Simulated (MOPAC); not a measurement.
MOPAC input (MNDO):

```
MNDO 1SCF CHARGE=-1 GEO-OK AUX(PRECISION=9) THREADS=1
C2H3O

C     1.19116500 1    0.02436500 1    0.00315700 1
C    -0.01664900 1   -0.30007500 1    0.51891400 1
O    -1.07559000 1    0.18044300 1   -0.35335900 1
H     1.32540900 1    0.57277600 1   -0.94124700 1
H     2.09861000 1   -0.26004900 1    0.53013000 1
H    -1.86639600 1   -0.10200400 1    0.10556400 1
```

From the output:

```
                                                       MOPAC v23.2.5 Linux

          FINAL HEAT OF FORMATION =          6.22315 KCAL/MOL =      26.03764 KJ/MOL

          COSMO AREA              =         81.72 SQUARE ANGSTROMS
          COSMO VOLUME            =         63.63 CUBIC ANGSTROMS

          IONIZATION POTENTIAL    =          2.013817 EV
          HOMO LUMO ENERGIES (EV) =         -2.014  8.913
          NO. OF FILLED LEVELS    =          9
          MOLECULAR WEIGHT        =         43.0451         POINT GROUP:  Cs

          MOLECULAR DIMENSIONS (Angstroms)

            Atom       Atom       Distance
            H     6    H     5     3.99080
            H     4    C     2     1.84052
            O     3    H     6     0.00000

          SCF CALCULATIONS        =          1

   ATOM   CHEMICAL          X               Y               Z
  NUMBER   SYMBOL      (ANGSTROMS)     (ANGSTROMS)     (ANGSTROMS)

     1       C          1.19116500  *   0.02436500  *   0.00315700  *
     2       C         -0.01664900  *  -0.30007500  *   0.51891400  *
     3       O         -1.07559000  *   0.18044300  *  -0.35335900  *
     4       H          1.32540900  *   0.57277600  *  -0.94124700  *
     5       H          2.09861000  *  -0.26004900  *   0.53013000  *
     6       H         -1.86639600  *  -0.10200400  *   0.10556400  *

                             CARTESIAN COORDINATES

   1    C        1.191165000     0.024365000     0.003157000
   2    C       -0.016649000    -0.300075000     0.518914000
   3    O       -1.075590000     0.180443000    -0.353359000
   4    H        1.325409000     0.572776000    -0.941247000
   5    H        2.098610000    -0.260049000     0.530130000
   6    H       -1.866396000    -0.102004000     0.105564000

           Empirical Formula: C2 H3 O  =     6 atoms

      MOLECULAR POINT GROUP   :   Cs

                  EIGENVALUES
 -34.15761 -24.99206 -13.59178 -10.45232  -8.24342  -7.11443  -6.50099  -2.25899
  -2.01382   8.91279  10.83148  11.62605  11.90812  12.92251  14.14297

              NET ATOMIC CHARGES AND DIPOLE CONTRIBUTIONS

  ATOM NO.   TYPE          CHARGE      No. of ELECS.   s-Pop       p-Pop
    1          C          -0.372698        4.3727     1.22714     3.14555
    2          C          -0.316037        4.3160     1.59605     2.71999
    3          O          -0.362092        6.3621     1.84226     4.51983
    4          H          -0.041579        1.0416     1.04158
    5          H          -0.023047        1.0230     1.02305
    6          H           0.115452        0.8845     0.88455
 DIPOLE           X         Y         Z       TOTAL
 POINT-CHG.    -1.939    -0.068     0.044     1.941
 HYBRID         0.439     0.568    -0.967     1.205
 SUM           -1.500     0.501    -0.924     1.832

          ATOMIC ORBITAL ELECTRON POPULATIONS

     Atom    s        px        py        pz
    1  C   1.22714   0.91764   1.24863   0.97928
    2  C   1.59605   0.83543   0.81420   1.07036
    3  O   1.84226   1.16331   1.80769   1.54883
    4  H   1.04158
    5  H   1.02305
    6  H   0.88455

 **********************
 *                    *
 * JOB ENDED NORMALLY *
 *                    *
 **********************

 == MOPAC DONE ==
```

The dipole moment of an ion depends on the origin.

The geometry given is a B3LYP-D3(BJ)/def2-TZVP minimum.
